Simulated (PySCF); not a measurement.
Input for PySCF: D3(BJ) and D4 dispersion corrections on H2S2 (SMILES SS), a point of a torsion scan.

```python
from pyscf import gto
from pyscf.dispersion import dftd3, dftd4

mol = gto.M(
    atom='''
    S    -0.90901540    0.55160532    0.50117136
    S     0.90837464    0.39419734   -0.49887159
    H    -1.49955614   -0.37345515   -0.25063500
    H     1.49884117    1.31927924    0.25299215
    ''',
    basis='def2-svp',
    charge=0, spin=0, verbose=0, max_memory=1800)
d3, d4 = {}, {}
for xc in ['hf', 'pbe', 'blyp', 'revpbe', 'tpss', 'r2scan', 'b3lyp', 'pbe0', 'bhlyp', 'camb3lyp', 'b2plyp']:
    d3[xc] = float(dftd3.DFTD3Dispersion(mol, xc=xc, version='d3bj', atm=False).get_dispersion()['energy'])
    print(f'D3(BJ) {xc:10s} {d3[xc]:14.8f} Eh')
for xc in ['hf', 'pbe', 'blyp', 'revpbe', 'tpss', 'r2scan', 'b3lyp', 'pbe0', 'bhlyp', 'camb3lyp', 'b2plyp']:
    d4[xc] = float(dftd4.DFTD4Dispersion(mol, xc={'camb3lyp': 'cam-b3lyp'}.get(xc, xc), atm=True).get_dispersion()['energy'])
    print(f'D4     {xc:10s} {d4[xc]:14.8f} Eh')
```

The log:

```
D3(BJ) hf            -0.02680346 Eh
D3(BJ) pbe           -0.00261677 Eh
D3(BJ) blyp          -0.00602319 Eh
D3(BJ) revpbe        -0.00666003 Eh
D3(BJ) tpss          -0.00335562 Eh
D3(BJ) r2scan        -0.00065153 Eh
D3(BJ) b3lyp         -0.00497428 Eh
D3(BJ) pbe0          -0.00229381 Eh
D3(BJ) bhlyp         -0.00418953 Eh
D3(BJ) camb3lyp      -0.00216413 Eh
D3(BJ) b2plyp        -0.00242767 Eh
D4     hf            -0.00918307 Eh
D4     pbe           -0.00239709 Eh
D4     blyp          -0.00544032 Eh
D4     revpbe        -0.00739646 Eh
D4     tpss          -0.00323828 Eh
D4     r2scan        -0.00049837 Eh
D4     b3lyp         -0.00397065 Eh
D4     pbe0          -0.00198066 Eh
D4     bhlyp         -0.00320180 Eh
D4     camb3lyp      -0.00201222 Eh
D4     b2plyp        -0.00163325 Eh
```

The run finished.

Cost: about 0.03 core-seconds (a rough figure).
